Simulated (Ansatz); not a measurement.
Input and output for CH5NZn, SMILES `C[NH][ZnH]`.

```yaml
crystal:
  periodic: [false, false, false]
  atoms:
    - {symbol: C, position_ang: [-0.678650, 0.810389, -0.194809]}
    - {symbol: N, position_ang: [0.576159, 0.130629, 0.023867]}
    - {symbol: Zn, position_ang: [0.860858, -1.631806, 0.318249]}
    - {symbol: H, position_ang: [-0.728137, 1.307280, -1.173752]}
    - {symbol: H, position_ang: [-1.510730, 0.101885, -0.164130]}
    - {symbol: H, position_ang: [-0.889048, 1.571938, 0.569046]}
    - {symbol: H, position_ang: [1.357723, 0.765697, -0.000265]}
    - {symbol: H, position_ang: [1.103924, -3.113010, 0.565993]}
basis:
  gaussian: {orbitals: def2-SVPD, point_charges: [{charge: 0.50, position_ang: [6.292, 0.622, 0.607]}]}
hamiltonian: {xc: {name: B3LYP}, dispersion: d4}
```

```sh
$ ansatz run in.yaml --threads 2 --pin off --events-out ev --progress --plain --max-ram 4352MiB
```

It prints (some lines left out):

```
Functional definition: B3LYP
1082 factors; their error is unknown
mean field evaluation 1: about -51011.1579 eV, gradient 7.0e1 eV
mean field evaluation 2: about -50966.6476 eV, gradient 1.4e2 eV
mean field evaluation 4: about -51020.5690 eV, gradient 1.3e1 eV
mean field evaluation 8: about -51020.8021 eV, gradient 1.7e-1 eV
mean field evaluation 16: about -51020.9072 eV, gradient 2.0e-5 eV
mean field -51020.90715381 eV, -1874.9837546895 hartree, gradient 2.0e-5 eV, S^2 0.000000; 0 other end points of the search recorded, 0 dependent functions left out
reference -51020.90741588 eV, -1874.9837643204 hartree; 24, 24 occupied and 90, 90 virtual orbitals, 1082 factors
Total energy: -51021.09200258 eV, -1874.9905477565 hartree
```

Hardware: 2 threads of an Intel Xeon 6975P-C on a shared host. Wall time 1.4 s, peak host memory 0.23 GiB.
